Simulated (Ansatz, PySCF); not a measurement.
The pair A = CHN (SMILES C#N) (first 3 atoms), B = CH2O2 (SMILES O=CO); geometry from B3LYP-D3(BJ)/def2-TZVP.
(charge 0, multiplicity 1):
```xyz
8

C      0.29126     0.19457    -0.14672
N     -0.25247    -0.29446     0.73203
H      0.80142     0.65319    -0.96423
O      0.94393     0.64540     3.80661
C      0.10130    -0.08623     4.25115
O     -0.76541    -0.80724     3.53948
H     -0.06370    -0.25671     5.32451
H     -0.61165    -0.64979     2.58195
```

Correlated levels freeze the cores. CBS(a, b) extrapolates the correlation energy as X⁻³ and adds the Hartree–Fock energy of set b. MP2 and its Hartree–Fock in aug-cc-pVTZ are density fitted.

The values were computed with Ansatz (a first-principles code) with Gaussian orbitals; PySCF for the dispersion terms. Each number belongs to the level named beside it.

The monomers are drawn apart, rigid, along the line of their centres of mass. Counterpoise-corrected interaction energies (kcal/mol):

```
level                                                     R = 4.326 Å  R = 5.093 Å
--------------------------------------------------------  -----------  -----------
PBE/def2-TZVPPD                                               -3.5678      -1.7743
PBE-D3(BJ)/def2-TZVPPD                                        -3.9705      -1.9541
wB97M-V/def2-TZVPPD                                           -3.7460      -1.8732
MP2/CBS(aug-cc-pVDZ, aug-cc-pVTZ) + ΔCCSD(T)/aug-cc-pVDZ      -3.7835      -1.8686
```

R is the distance of the centres of mass. Find the local exponent m of E ∝ R⁻ᵐ between the two points.


m = ln(E₁/E₂)/ln(R₂/R₁): PBE/def2-TZVPPD 4.3; PBE-D3(BJ)/def2-TZVPPD 4.3; wB97M-V/def2-TZVPPD 4.2; MP2/CBS(aug-cc-pVDZ, aug-cc-pVTZ) + ΔCCSD(T)/aug-cc-pVDZ 4.3. For scale, two fixed dipoles give m = 3, dipole and quadrupole 4, quadrupoles 5, and dispersion or dipole-induced dipole 6 at long range; at these distances several terms mix, and what is left of overlap and damping shifts m, so it need not match one of them.
